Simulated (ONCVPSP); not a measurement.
Which setting gave this result? (vanadium, ONCV)

Base potential:

- Element: vanadium (V)
- Generator: ONCVPSP 4.0.1
- Type: optimised norm-conserving Vanderbilt (ONCV)
- Functional: PBE
- Relativity: scalar-relativistic
- Frozen core: [Ne]
- Valence charge: 13
- Reference configuration: 3s2 3p6 3d3 4s2
- Partial waves: 3s+4s: rc 1.25 bohr, ncon 4, nbas 8, qcut 7.7 1/bohr, 2 projectors; 3p: rc 1.15 bohr, ncon 5, nbas 9, qcut 9.9 1/bohr, 2 projectors, debl 1.9 Ha; 3d: rc 1.35 bohr, ncon 3, nbas 7, qcut 12.5 1/bohr, 2 projectors, debl 2.1 Ha
- Local potential: polynomial inside 0.95 bohr (lpopt 5, dvloc0 0 Ha)
- Core correction: none

Cutoffs, loose and tight: the cutoffs (Ha) at which the residual kinetic energy of the hardest occupied pseudo-wave falls to 1 and 0.1 mHa per electron. They do not see the model core or the augmentation charge, which bear on the density cutoff. Test errors are all-electron minus pseudo excitation energies from the reference, over the configurations 3s2 3p6 3d3 4s1; 3s2 3p6 3d3 4s0; 3s2 3p6 3d2 4s0; 3s2 3p6 3d2 4s2; variants that change the core or the reference have their own tests.

Only the qcut of the s channel is moved:

```csv
qcut of the s channel (1/bohr),"cutoff, loose","cutoff, tight",bound ghosts,largest test error (meV),median size of the test errors
4.5,101 Ha,119 Ha,none,+15,2.4 meV
5.3,95 Ha,116 Ha,none,+15,2.6 meV
6.5,52 Ha,107 Ha,none,+15,3.0 meV
7.2,52 Ha,97 Ha,none,+14,3.1 meV
7.9,52 Ha,60 Ha,none,+14,3.3 meV
10,52 Ha,60 Ha,none,+13,3.8 meV
10.5,52 Ha,60 Ha,none,+12,3.9 meV
11.3,52 Ha,60 Ha,none,+12,4.0 meV
```

Question: One more run gave cutoff, loose: 52 Ha; cutoff, tight: 60 Ha; bound ghosts: none; largest test error (meV): +13; median size of the test errors: 3.5 meV. Which value of the qcut of the s channel was used?

Answer: 8.7 1/bohr. The median size of the test errors moves one way along this sweep, from 2.4 meV at 4.5 to 4.0 meV at 11.3 1/bohr, which places the run between 7.9 and 10 1/bohr.
